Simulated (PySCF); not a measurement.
## Cost of response and excited-state runs on `InChI=1S/C10H15BN/c1-5-9-6-7-12(4)10(8-9)11(2)3/h5-8H,1H2,2-4H3/q+1`, charge +1

Molfile (atoms numbered from 1):
```
C10H15BN
     RDKit          3D

 27 27  0  0  0  0  0  0  0  0999 V2000
    4.4366   -0.5093   -0.4193 C   0  0  0  0  0  0  0  0  0  0  0  0
    3.1898   -0.9713   -0.3418 C   0  0  0  0  0  0  0  0  0  0  0  0
    2.0008   -0.1688   -0.1339 C   0  0  0  0  0  0  0  0  0  0  0  0
    2.0240    1.2229    0.0672 C   0  0  0  0  0  0  0  0  0  0  0  0
    0.8507    1.9032    0.2467 C   0  0  0  0  0  0  0  0  0  0  0  0
   -0.3376    1.2772    0.2416 N   0  0  0  0  0  0  0  0  0  0  0  0
   -1.5514    2.0308    0.4639 C   0  0  0  0  0  0  0  0  0  0  0  0
   -0.4256   -0.0561    0.0630 C   0  0  0  0  0  0  0  0  0  0  0  0
   -1.8314   -0.7817    0.0907 B   0  0  0  0  0  0  0  0  0  0  0  0
   -2.4016   -1.2646    1.4653 C   0  0  0  0  0  0  0  0  0  0  0  0
   -2.5666   -1.0499   -1.2638 C   0  0  0  0  0  0  0  0  0  0  0  0
    0.7428   -0.7784   -0.1272 C   0  0  0  0  0  0  0  0  0  0  0  0
    4.6869    0.5343   -0.3344 H   0  0  0  0  0  0  0  0  0  0  0  0
    5.2636   -1.1791   -0.5777 H   0  0  0  0  0  0  0  0  0  0  0  0
    3.0102   -2.0332   -0.4435 H   0  0  0  0  0  0  0  0  0  0  0  0
    2.9531    1.7663    0.0847 H   0  0  0  0  0  0  0  0  0  0  0  0
    0.8395    2.9720    0.4000 H   0  0  0  0  0  0  0  0  0  0  0  0
   -1.9092    1.8690    1.4820 H   0  0  0  0  0  0  0  0  0  0  0  0
   -2.3262    1.7021   -0.2273 H   0  0  0  0  0  0  0  0  0  0  0  0
   -1.3711    3.0940    0.3205 H   0  0  0  0  0  0  0  0  0  0  0  0
   -3.3643   -0.7976    1.6728 H   0  0  0  0  0  0  0  0  0  0  0  0
   -1.7551   -1.0896    2.3209 H   0  0  0  0  0  0  0  0  0  0  0  0
   -2.6189   -2.3315    1.4284 H   0  0  0  0  0  0  0  0  0  0  0  0
   -2.3320   -0.3459   -2.0591 H   0  0  0  0  0  0  0  0  0  0  0  0
   -3.6470   -1.1157   -1.1647 H   0  0  0  0  0  0  0  0  0  0  0  0
   -2.2454   -2.0277   -1.6289 H   0  0  0  0  0  0  0  0  0  0  0  0
    0.6654   -1.8449   -0.2731 H   0  0  0  0  0  0  0  0  0  0  0  0
  1  2  2  0
  2  3  1  0
  3  4  2  0
  4  5  1  0
  5  6  2  0
  6  7  1  0
  6  8  1  0
  8  9  1  0
  9 10  1  0
  9 11  1  0
  8 12  2  0
 12  3  1  0
  1 13  1  0
  1 14  1  0
  2 15  1  0
  4 16  1  0
  5 17  1  0
  7 18  1  0
  7 19  1  0
  7 20  1  0
 10 21  1  0
 10 22  1  0
 10 23  1  0
 11 24  1  0
 11 25  1  0
 11 26  1  0
 12 27  1  0
M  CHG  1   6   1
M  END
```

PySCF with density fitting, on 1 thread of an Arm Neoverse V1, shared host. Command: `OMP_NUM_THREADS=1 python excited_run.py task.json out`

Task: How long does this run take, and how much memory?
- excited states, B3LYP/def2-SVP; Tamm-Dancoff; spin-orbit couplings; 5 states; 6 triplets; quadratic response for 4 states

Result: 
| run | level | basis functions | wall time | peak memory (GiB) |
| --- | --- | --- | --- | --- |
| excited states | B3LYP/def2-SVP | 243 | 96 s | 0.99 |

Times from a shared host are rough.
